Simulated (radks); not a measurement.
Values are calculated unless marked as measured or tabulated.
Ionisation of neutral helium, [He], to He+, 1s1, under several functionals. Scalar-relativistic Kohn-Sham, spin-polarised, spherical densities, finite nucleus; open shells are filled with parallel spins first; a radial shooting solver on a logarithmic mesh with Libxc functionals.

| functional | E(He) (hartree) | Exc (hartree) | IE (eV) | -e(HOMO) (eV) | <r> HOMO (bohr) | IE error (eV) |
|---|---|---|---|---|---|---|
| SOGGA | -2.84521 | -0.99069 | 23.923 | 15.351 | 0.9526 | -0.664 |
| LDA (Slater exchange, VWN5 correlation) | -2.83497 | -0.97337 | 24.304 | 15.523 | 0.9592 | -0.283 |
| exchange-only LDA | -2.72377 | -0.85284 | 22.071 | 14.068 | 0.9720 | -2.517 |
| BP86 | -2.90648 | -1.06147 | 24.861 | 15.890 | 0.9424 | +0.273 |
| TASK exchange with Perdew-Wang LDA correlation | -2.97959 | -1.14806 | 25.847 | 17.487 | 0.9268 | +1.259 |
| PW91 | -2.90014 | -1.05452 | 24.579 | 15.872 | 0.9450 | -0.009 |
| revPBE | -2.90810 | -1.06434 | 24.629 | 15.794 | 0.9431 | +0.042 |
| AM05 | -2.85269 | -0.99619 | 24.351 | 15.432 | 0.9539 | -0.236 |
| exchange-only r2SCAN | -2.86730 | -1.02539 | 23.593 | 16.000 | 0.9382 | -0.994 |

NIST Atomic Spectra Database: 24.587 eV (measured). Closest: PW91. The Delta-SCF values span 3.78 eV, the total energies 0.26 hartree. The highest occupied level is 1s.
